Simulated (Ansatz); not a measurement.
Ligand-field states of [CoBrCl5]3- (CoBrCl5³⁻) at its r2SCAN-D4/def2-SVPD geometry (relaxed as a singlet).

```xyz
7

Co    0.034   -0.020   -0.003
Br   -2.195    1.265    0.173
Cl    2.067   -1.191   -0.163
Cl    1.016    1.852   -1.040
Cl   -0.969   -1.879    1.037
Cl   -0.621   -0.844   -2.109
Cl    0.668    0.817    2.105
```

CASSCF(6,5) on the Co 3d shell in def2-SVP, averaged with equal weights over 5 quintets and 12 triplets and 6 singlets, then SC-NEVPT2; Ansatz, no spin–orbit coupling. The space holds no ligand orbitals and no second d shell, so covalent complexes are described poorly. NEVPT2 shifts the excited states by 0.0 to 2.0 eV; shifts past about 1.5 eV mark a space that is too small, and such energies aren't to be trusted.

**Question.** Estimate the states' energies above the lowest.

**Answer.** 
```json
{"state": "quintet 1", "CASSCF (cm⁻¹)": "0", "NEVPT2 (cm⁻¹)": "0"}
{"state": "quintet 2", "CASSCF (cm⁻¹)": "35", "NEVPT2 (cm⁻¹)": "15"}
{"state": "quintet 3", "CASSCF (cm⁻¹)": "535", "NEVPT2 (cm⁻¹)": "553"}
{"state": "quintet 4", "CASSCF (cm⁻¹)": "8244", "NEVPT2 (cm⁻¹)": "12332"}
{"state": "quintet 5", "CASSCF (cm⁻¹)": "10093", "NEVPT2 (cm⁻¹)": "14373"}
{"state": "triplet 1", "CASSCF (cm⁻¹)": "13673", "NEVPT2 (cm⁻¹)": "5732"}
{"state": "triplet 2", "CASSCF (cm⁻¹)": "13701", "NEVPT2 (cm⁻¹)": "5738"}
{"state": "triplet 3", "CASSCF (cm⁻¹)": "14736", "NEVPT2 (cm⁻¹)": "7206"}
{"state": "triplet 4", "CASSCF (cm⁻¹)": "17468", "NEVPT2 (cm⁻¹)": "11056"}
{"state": "triplet 5", "CASSCF (cm⁻¹)": "18565", "NEVPT2 (cm⁻¹)": "13180"}
{"state": "triplet 6", "CASSCF (cm⁻¹)": "18612", "NEVPT2 (cm⁻¹)": "13162"}
{"state": "triplet 7", "CASSCF (cm⁻¹)": "20845", "NEVPT2 (cm⁻¹)": "18057"}
{"state": "triplet 8", "CASSCF (cm⁻¹)": "22249", "NEVPT2 (cm⁻¹)": "20130"}
{"state": "triplet 9", "CASSCF (cm⁻¹)": "22267", "NEVPT2 (cm⁻¹)": "20142"}
{"state": "triplet 10", "CASSCF (cm⁻¹)": "24353", "NEVPT2 (cm⁻¹)": "21576"}
{"state": "triplet 11", "CASSCF (cm⁻¹)": "24363", "NEVPT2 (cm⁻¹)": "21565"}
{"state": "triplet 12", "CASSCF (cm⁻¹)": "24616", "NEVPT2 (cm⁻¹)": "22122"}
{"state": "singlet 1", "CASSCF (cm⁻¹)": "17545", "NEVPT2 (cm⁻¹)": "1422"}
{"state": "singlet 2", "CASSCF (cm⁻¹)": "23683", "NEVPT2 (cm⁻¹)": "15819"}
{"state": "singlet 3", "CASSCF (cm⁻¹)": "23702", "NEVPT2 (cm⁻¹)": "15825"}
{"state": "singlet 4", "CASSCF (cm⁻¹)": "24497", "NEVPT2 (cm⁻¹)": "17000"}
{"state": "singlet 5", "CASSCF (cm⁻¹)": "30748", "NEVPT2 (cm⁻¹)": "26681"}
{"state": "singlet 6", "CASSCF (cm⁻¹)": "30952", "NEVPT2 (cm⁻¹)": "27460"}
```
The lowest NEVPT2 state is a quintet. Run time 49 s (4 threads of Intel Xeon 6975P-C on a shared host), peak host memory 2.1 GiB.
